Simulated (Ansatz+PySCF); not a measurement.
Values are calculated unless marked as measured or tabulated.
O2 + 2 H2 → 2 H2O

O2 (charge 0, multiplicity 3):
```xyz
2

O     0.0000    0.0000   -0.5941
O     0.0000    0.0000    0.5941
```

H2 (charge 0, multiplicity 1):
```xyz
2

H     0.0000    0.0000   -0.3804
H     0.0000    0.0000    0.3804
```

H2O (charge 0, multiplicity 1):
```xyz
3

O     0.0000    0.0000   -0.1197
H     0.0000    0.7542    0.4787
H     0.0000   -0.7542    0.4787
```

Shapes relaxed with PBE0/def2-SVP. Single points in def2-SVP with Ansatz (development build ahead of 0.2.0), no zero-point energy. Correlated methods freeze no orbital on H to Be, one on B to Mg, five on Al to Zn, nine on Ga to Sr.

```tsv
method	reaction energy
CCSD (restricted)	-471.3 kJ/mol
CCSD (unrestricted)	-468.3 kJ/mol
CCSD(T) (restricted)	-460.2 kJ/mol
CCSD(T) (unrestricted)	-459.9 kJ/mol
HF (unrestricted)	-446.2 kJ/mol
MP2 (restricted)	-439.3 kJ/mol
MP2 (unrestricted)	-475.1 kJ/mol
PBE (restricted)	-421.9 kJ/mol
PBE (unrestricted)	-416.9 kJ/mol
PBE0 (restricted)	-465.0 kJ/mol
PBE0 (unrestricted)	-453.8 kJ/mol
r2SCAN (restricted)	-445.9 kJ/mol
r2SCAN (unrestricted)	-434.0 kJ/mol
wB97X (restricted)	-465.3 kJ/mol
wB97X (unrestricted)	-454.1 kJ/mol
```

What does HF (restricted) give?

-497.6 kJ/mol.
